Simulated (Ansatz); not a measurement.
`O[SiH](O)S[SiH](O)O`, charge 0, multiplicity 1.

Give a relaxed structure at PBE0-D4/def2-TZVP (the Gaussian-basis code of Ansatz). (Best estimate.)

Ansatz gave: 
```xyz
13

O     2.073   -0.560    2.124
Si    0.596   -0.867    1.515
O    -0.407    0.369    1.856
S     0.662   -1.201   -0.619
Si   -0.273    0.574   -1.318
O    -0.503    0.399   -2.926
O    -1.734    0.836   -0.599
H     2.504    0.259    1.872
H     0.198   -2.148    2.126
H    -1.121    0.575    1.237
H     0.501    1.785   -0.994
H    -0.034   -0.304   -3.377
H    -2.461    0.284   -0.898
```
This is one stationary point; other conformers may exist.
